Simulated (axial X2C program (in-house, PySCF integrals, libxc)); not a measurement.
**LiMn⁺: cheaper levels and CCSD(T), 2c**

All values were computed with an in-house relativistic program for diatomic molecules. Two-component (2c) means X2C with spin–orbit coupling and atomic mean-field two-electron Coulomb and Gaunt terms. Basis: Mn dyall-cv3z [9s10p6d3f2g], Li dyall-cv3z [7s8p2d] (cores contracted in-house); Gaussian nuclei, density fitting, unrestricted open shells. Masses: Mn 54.938 u, Li 7.016 u.

State: Ω = 5/2 (⟨Sz⟩ = 2.50, ⟨Lz⟩ = 0.00 at HF); fragments Mn + Li+.

```
level  Re (Å)  ωe (cm⁻¹)  De (eV)
 PBE0   2.880      258.1    0.997
   HF   3.143      213.9    0.985
 CCSD   2.919      253.4    0.770
 TPSS   2.848      263.5     1.17
```

Correlated methods: 7 electrons correlated (number of frozen shells: Mn 3 s, 2 p; Li 1 s), 237 virtual spin orbitals or spinors in MP2, 72 natural virtuals in coupled cluster.

CCSD(T), same Hamiltonian and basis:

Re = 2.913 Å, ωe = 254.7 cm⁻¹, De = 0.76 eV; T1 = 0.062 (Lee–Taylor normalisation).

(1) Give the differences from CCSD(T) in the columns below.

Occupations by symmetry block were frozen at the best pattern of an incomplete PBE0 search. De is counted from the lowest determinant-based energies of the atoms at the same level, without counterpoise correction. Density functionals use the spin component along the axis (collinear). Coupled cluster ran in a truncated set of natural virtual spinors; the MP2 energy of the rest was added. (T) has no such correction and the atoms are truncated less, which lowers De at CCSD(T) by a hundredth of an eV or more. With several unpaired electrons one determinant need not be a pure state. This is the top spin component of a Σ state; components of lower Ω are not single determinants and can lie lower. The determinant is spin-polarised beyond a pure state at some levels (its spin-free form has ⟨S²⟩ too high), which makes Re and μ there less reliable. The T1 diagnostic is large, a sign of multireference character.

Results:

(1) 

```csv
level,ΔRe (Å),Δωe (cm⁻¹),ΔDe (eV)
PBE0,-0.033,3.4,0.24
HF,0.230,-40.8,0.23
CCSD,0.006,-1.3,0.01
TPSS,-0.065,8.8,0.41
```
